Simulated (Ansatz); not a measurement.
Molecule: sum formula GeOF2, charge 0, multiplicity 1. SMILES: [F][Ge]([F])=[O]
Structure (B3LYP-D3(BJ)/def2-TZVP (Ansatz, a first-principles code) minimum search):
```
Ge
O 1 1.6283
F 1 1.7138 2 129.39
F 1 1.7138 2 129.39 3 -180.00
```
Charge 0, spin multiplicity 1.

Q: Give the harmonic wavenumbers at B3LYP-D3(BJ)/def2-TZVP (Ansatz, finite differences of forces, unscaled).

A: 215, 225, 257, 716, 735, 995 cm⁻¹. Zero-point energy 4.5 kcal/mol.

Q: From these and the geometry, give the ideal-gas thermochemistry at 298.15 K and 1 atm (rigid rotor, harmonic oscillator).

A: Point group C2v, rotational symmetry number 2. Rotational constants 7.581, 5.91, 3.321 GHz. S(trans) 40.42, S(rot) 23.81, S(vib) 6.26, S(elec, spin only) 0.00, S 70.5 cal/(mol K). H(298) - H(0) 3.49 kcal/mol; G - E(el) -13.0 kcal/mol.
